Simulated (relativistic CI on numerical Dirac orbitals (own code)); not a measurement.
Judd-Ofelt analysis for Gd4+

Computed by Dirac-Coulomb-Breit CI, orbitals from a KLI potential per configuration, model QED, valence Slater integrals scaled by 0.8 (own radial code, finite nucleus).

Configuration 4f⁶ alone, in intermediate coupling. Take Ω₂ = 0.38, Ω₄ = 1.48, Ω₆ = 3.19 (10⁻²⁰ cm²) and refractive index n = 1.48 as given. A_ED = 64π⁴e²ν³ n(n² + 2)²/[27h(2J + 1)] Σ Ω_λ |U^λ|², in Gaussian units with ν in cm⁻¹, and A_MD is n³ times the free-ion magnetic-dipole rate; a dash marks a rate that is forbidden or under 2 % of the level's free-ion decay.

Emitting level ⁵D2 at 21849 cm⁻¹ (radiative decay alone: multiphonon quenching in a host is left out, and the level can lie too high or too low):

```
 To  ν (cm⁻¹)  U² squared  U⁴ squared  U⁶ squared  Free-ion A(M1) (s⁻¹)
⁷F0     21849      0.0011      0.0000      0.0000                     -
⁷F1     21308      0.0000      0.0000      0.0000                 0.484
⁷F2     20417      0.0028      0.0024      0.0000                     -
⁷F3     19326      0.0037      0.0042      0.0000                  16.1
⁷F4     18134      0.0032      0.0006      0.0000                     -
⁷F5     16901      0.0000      0.0027      0.0000                     -
⁷F6     15673      0.0000      0.0000      0.0000                     -
⁵D0      5272      0.0140      0.0000      0.0000                     -
⁵D1      3015      0.0111      0.0000      0.0000                   1.5
```

**Question.** Give the rates, branching ratios and the radiative lifetime.

**Answer.** The rates are:

```
 To  λ (nm)  A_ED (s⁻¹)  A_MD (s⁻¹)  β (%)
⁷F0     458         1.9           0    1.7
⁷F1     469           0        1.57    1.4
⁷F2     490        16.6           0   14.6
⁷F3     517        22.8        52.2   66.0
⁷F4     551        5.23           0    4.6
⁷F5     592        8.11           0    7.1
⁷F6     638           0           0    0.0
⁵D0    1897       0.325           0    0.3
⁵D1    3317      0.0482        4.85    4.3
```

τ_rad = 8.80e-03 s. Computed level positions enter as ν³, so measured ones would change the rates. For the strongest line (517 nm) and an assumed effective width Δλ = 8 nm (300 cm⁻¹), the Füchtbauer-Ladenburg formula σ = λ⁴A/(8πcn²Δλ) gives a peak emission cross-section of 0.041 × 10⁻²⁰ cm².
